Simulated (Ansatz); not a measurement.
A structure relaxed at r2SCAN/def2-TZVPD in Ansatz, charge -1, doublet:

```xyz
4

Sr   -1.796    0.029    1.763
Sr   -1.044    0.396   -2.256
Sr    1.682    1.809    0.480
Sr    1.158   -2.235    0.013
```

Give its formula and point group.

the cluster Sr4⁻ (the lowest doublet isomer of a short search). Point group Td (tolerance 0.1 Å).

Summarise the bond lengths by kind (pairs closer than 1.2 times the sum of covalent radii, bridged metal pairs left out).

6 × Sr–Sr 4.10 to 4.11 Å.

In the def2 sets Sr takes a core potential; there is no spin–orbit coupling. The charge -1 doublet is spin-contaminated (final ⟨S²⟩ up to 1.16, 0.75 for a pure state). The highest occupied level of the charge -1 doublet lies above zero (up to 0.14 eV). Its loss leaves the charge 0 singlet, which lies 1.04 eV higher (vertical, at r2SCAN/def2-TZVPD), but this difference is unsure: the singlet is doubtful (geometry relaxed on an unsound state). The relaxation made no stability test and no search for a lower SCF solution. The structure comes from a short search, and lower isomers may exist.
